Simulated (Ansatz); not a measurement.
`C[SiH2]Br` + `[AsH3]` → `C[SiH2][AsH2]` + HBr at 600 K and 1 bar (ligand exchange at the Si–Br bond).

Computed with Ansatz on PBE0-D4/def2-TZVP structures; ΔE is electronic, products minus reactants. CBS: MP2 limit from def2 TZ/QZ plus the TZ coupled-cluster correction, frozen cores. For As, Br outer-core shells are correlated without core-valence functions, which leaves a few kJ/mol of doubt a bond. Scalar relativity is left out up to krypton.

```
        species  CCSD(T)/CBS energy (Eh)  H − E (kJ/mol)  S (J/(mol·K))
    `C[SiH2]Br`              -2903.51417           189.6          377.3
       `[AsH3]`              -2236.79077            81.6          254.3
`C[SiH2][AsH2]`              -2566.35921           239.3          417.4
            HBr              -2573.91920            33.5          219.1
```

H − E and S are ideal-gas, rigid-rotor, harmonic terms from PBE0-D4/def2-TZVP, for one conformer and one mirror image of each species. 1 Eh = 2625.50 kJ/mol, R = 8.31446 J/(mol·K).

**Question.** By hand: ΔE, ΔH, ΔS and ΔG.

**Answer.** ΔE = (-2566.35921) + (-2573.91920) − (-2903.51417) − (-2236.79077) = 0.02653 Eh = 69.7 kJ/mol. Δ(H − E) = 239.3 + 33.5 − 189.6 − 81.6 = 1.6, so ΔH = 71.3 kJ/mol. ΔS = 417.4 + 219.1 − 377.3 − 254.3 = 4.9 J/(mol·K). ΔG = 71.3 − 600 × (4.9)/1000 = 68.4 kJ/mol.

**Question.** By hand: the equilibrium constant, and the temperature at which ΔG would vanish if ΔH and ΔS stayed fixed.

**Answer.** log₁₀ K = −ΔG/(RT ln 10) = -6.0. ΔG = 0 at ΔH/ΔS = 14551 K, far beyond where these terms or the molecules hold.

The number of gas molecules stays the same, so ΔS is small and ΔH decides. A doubt of 5 kJ/mol in ΔE shifts log₁₀ K by 0.4 here. Other conformers and mirror images would add mixing entropy, several J/(mol·K) or more a flexible species. These are equilibria of isolated gas molecules and say nothing of rates. Largest T1 diagnostic: 0.011 (customary marks: 0.02 for closed shells, 0.045 for open ones).
